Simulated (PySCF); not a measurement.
## How methods differ on the excitation energy of Mo⁺

Mo⁺ [Kr] 4d5 (6S) → Mo⁺ [Kr] 4d4 5p1 (high-spin determinant), as a difference of total energies. Calculation: PySCF 2.14, in x2c-TZVPPall with one added diffuse shell each of s, p, d, f type (9s7p7d3f1g, 95 functions); the spin-free X2C one-electron Hamiltonian (Gaussian nucleus). Correlated levels: valence: [Kr] frozen. The calculations carry no spin-orbit coupling.

```tsv
method	excitation energy (eV)
UHF	5.571
MP2 (valence)	5.924
SCS-MP2 (valence)	5.688
CCSD (valence)	5.895
CCSD(T) (valence)	5.898
```

How much does correlation contribute at CCSD(T) (valence)?

5.898 − (5.571) = 0.327 eV, measured against UHF.

A first-order spin-orbit estimate (lowest level to lowest level, LS coupling) adds -0.195 eV.

The determinant of the upper state mixes LS terms, which raises its energy above the lowest term, most at the Hartree-Fock and MP2 levels.
